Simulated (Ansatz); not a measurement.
These are frozen-core CCSD(T)/cc-pVDZ // PBE-D3(BJ)/def2-SVP (Ansatz, a quantum-chemistry and plane-wave program) values and carry that method's errors.

Ansatz 0.2 input:
```yaml
crystal:
  periodic: [false, false, false]
  atoms:
    - { symbol: O, position_ang: [-3.188436, 2.249882, -0.041251] }
    - { symbol: C, position_ang: [-2.428793, 1.467572, 0.491769] }
    - { symbol: C, position_ang: [-1.392383, 0.621521, -0.218189] }
    - { symbol: C, position_ang: [-1.639508, -0.876576, 0.053791] }
    - { symbol: C, position_ang: [-0.554339, -1.752688, -0.582194] }
    - { symbol: C, position_ang: [0.849874, -1.341569, -0.120148] }
    - { symbol: C, position_ang: [1.1202, 0.152607, -0.386952] }
    - { symbol: Si, position_ang: [2.860114, 0.678108, 0.185214] }
    - { symbol: C, position_ang: [0.02488, 1.034113, 0.24397] }
    - { symbol: H, position_ang: [-2.442373, 1.315546, 1.619762] }
    - { symbol: H, position_ang: [-1.498343, 0.828579, -1.304848] }
    - { symbol: H, position_ang: [-1.651376, -1.045095, 1.155082] }
    - { symbol: H, position_ang: [-2.643577, -1.166452, -0.320228] }
    - { symbol: H, position_ang: [-0.614975, -1.663491, -1.689553] }
    - { symbol: H, position_ang: [-0.74157, -2.820503, -0.342897] }
    - { symbol: H, position_ang: [0.946985, -1.542113, 0.971609] }
    - { symbol: H, position_ang: [1.616859, -1.96973, -0.620168] }
    - { symbol: H, position_ang: [1.099954, 0.316713, -1.490295] }
    - { symbol: H, position_ang: [3.107094, 2.127495, -0.140756] }
    - { symbol: H, position_ang: [2.988028, 0.492588, 1.675584] }
    - { symbol: H, position_ang: [3.908749, -0.161809, -0.495329] }
    - { symbol: H, position_ang: [0.196022, 2.104097, 0.00147] }
    - { symbol: H, position_ang: [0.07691, 0.951207, 1.354557] }
basis:
  gaussian: { orbitals: cc-pVDZ }
correlation:
  method: ccsd_t
```

Output:

```
Functional definition: HF
1831 factors; integrals over basis functions are off by at most 1.3e-3 eV
mean field evaluation 1: about -17328.4025 eV, gradient 4.5e1 eV
mean field evaluation 2: about -17328.7448 eV, gradient 4.5e1 eV
mean field evaluation 4: about -17334.5314 eV, gradient 6.9e0 eV
mean field evaluation 8: about -17334.6878 eV, gradient 5.4e-1 eV
mean field evaluation 16: about -17332.8223 eV, gradient 2.7e1 eV
mean field -17334.69006685 eV, -637.0381100820 hartree, gradient 9.0e-6 eV, S^2 0.000000; 0 other end points of the search recorded, 0 dependent functions left out
13 core orbitals not correlated
reference -17334.69006685 eV, -637.0381100820 hartree; 26, 26 occupied and 161, 161 virtual orbitals, 1831 factors
second order -34.43465151 eV of doubles, -0.00000000 eV of singles
cycle   1  -35.84036436 eV  change    -1.4e0 eV  update   1.4e-1
cycle   2  -36.84771544 eV  change    -1.0e0 eV  update   4.2e-2
cycle   3  -37.08796485 eV  change   -2.4e-1 eV  update   2.2e-2
cycle   4  -37.08512508 eV  change    2.8e-3 eV  update   5.3e-3
cycle   5  -37.08589049 eV  change   -7.7e-4 eV  update   2.2e-3
cycle   6  -37.08633320 eV  change   -4.4e-4 eV  update   6.5e-4
cycle   7  -37.08585882 eV  change    4.7e-4 eV  update   2.5e-4
cycle   8  -37.08575770 eV  change    1.0e-4 eV  update   7.9e-5
cycle   9  -37.08577750 eV  change   -2.0e-5 eV  update   3.1e-5
perturbative correction -1.25769089 eV, -0.0462192876 hartree
Total energy: -17373.03353524 eV, -638.4472065551 hartree
```

Cost: roughly 11 core-minutes.
